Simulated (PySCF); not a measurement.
HCl₃Ge, charge +1, doublet, at a GFN2-xTB geometry (a state made from the parent by changing its charge; the spin is typed, not shown lowest). Base run: DF-SVWN5/6-31G in PySCF.

Here is a job for PySCF.
```python
from pyscf import gto, scf, dft

mol = gto.M(
    atom='''
Ge   -0.019294   -0.001387    0.270341
Cl   -0.215770    2.040192   -0.211343
Cl    1.891285   -0.819100   -0.075632
Cl   -1.631545   -1.217931   -0.329106
H    -0.130069   -0.009351    1.822448
''',
    basis='6-31g',
    charge=1,
    spin=1,
    verbose=5,
)

mf = dft.UKS(mol)
mf.xc = 'lda,vwn'
mf = mf.density_fit(auxbasis='def2-universal-jkfit')
mf.kernel()
mf.analyze()
```

Variants of this job, named by their change:

```tsv
change	basis functions	E (Eh)	HOMO (eV)	core-seconds (rough)
base	68	-3449.82339	-14.10	6
basis = LANL2DZ	34	-48.65743	-14.25	3
basis = pcseg-0	63	-3446.15819	-14.34	6
basis = 3-21G	63	-3433.60273	-14.19	8
basis = cc-pVDZ	86	-3450.30654	-13.81	10
basis = pcseg-1	86	-3450.07736	-13.91	8
basis = def2-SV(P)	88	-3449.63249	-13.80	8
basis = 6-31G**	91	-3449.97679	-13.82	10
basis = def2-SVP	91	-3449.63419	-13.80	10
basis = cc-pV(D+d)Z	101	-3450.31022	-13.79	10
basis = 6-311G**	128	-3450.34152	-13.89	20
basis = def2-TZVPD	201	-3450.38692	-13.83	20
basis = aug-cc-pVTZ	232	-3450.44475	-13.84	30
```

Totals compare only among sets that treat the same electrons; sets with core potentials leave the core out.

Open shells are given as the SCF converged; they aren't shown to be the lowest states, and a large step between rows can be another state.
